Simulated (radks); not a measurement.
Values are calculated unless marked as measured or tabulated.
Tc+, configuration [Kr] 4d5 5s0.5 5p0.5 (fractional occupations, a model configuration).

Level of theory: scalar-relativistic Kohn-Sham, SCAN, spin-polarised, spherical densities, finite nucleus; open shells are filled with parallel spins first (spin-orbit coupling, left out, can overturn this in heavy ions); meta-GGA in the generalised Kohn-Sham scheme; Fermi nuclear charge, rms radius 4.4112 fm (a radial shooting solver on a logarithmic mesh with Libxc functionals).

Energy parts (hartree):
| part | energy |
|---|---|
| total | -4286.32073 |
| kinetic | 4426.05472 |
| electron-nucleus | -10317.53337 |
| Hartree | 1734.23835 |
| exchange-correlation | -129.08042 |

Orbitals (lengths in bohr, moments of r in powers of bohr; r(max) is where P^2 peaks):
orbital,occ.,eigenvalue (hartree),r(max),<r^4>
1s up,1,-768.8180,0.02228,6.532e-06
1s down,1,-768.8174,0.02228,6.532e-06
2s up,1,-110.4443,0.1260,0.001197
2s down,1,-110.4162,0.1260,0.001196
2p up,3,-98.75528,0.1009,0.0008599
2p down,3,-98.73324,0.1009,0.0008595
3s up,1,-19.68108,0.3716,0.05972
3s down,1,-19.66892,0.3718,0.05967
3p up,3,-15.80744,0.3654,0.06579
3p down,3,-15.79212,0.3656,0.06565
3d up,5,-9.57546,0.3120,0.07054
3d down,5,-9.54785,0.3123,0.07007
4s up,1,-3.12966,0.9562,2.481
4s down,1,-2.97568,0.9467,2.412
4p up,3,-2.07433,1.029,3.985
4p down,3,-1.90550,1.018,3.818
4d up,5,-0.59828,1.265,20.86
5s up,0.5,-0.47520,2.559,143.2
5p up,0.5,-0.28456,3.098,346.1

The highest occupied level is 5p up at -7.743 eV. Spin moment in Bohr magnetons: 6.

Empty levels of this run are not shown, since the potential may be unsettled where no density lies.
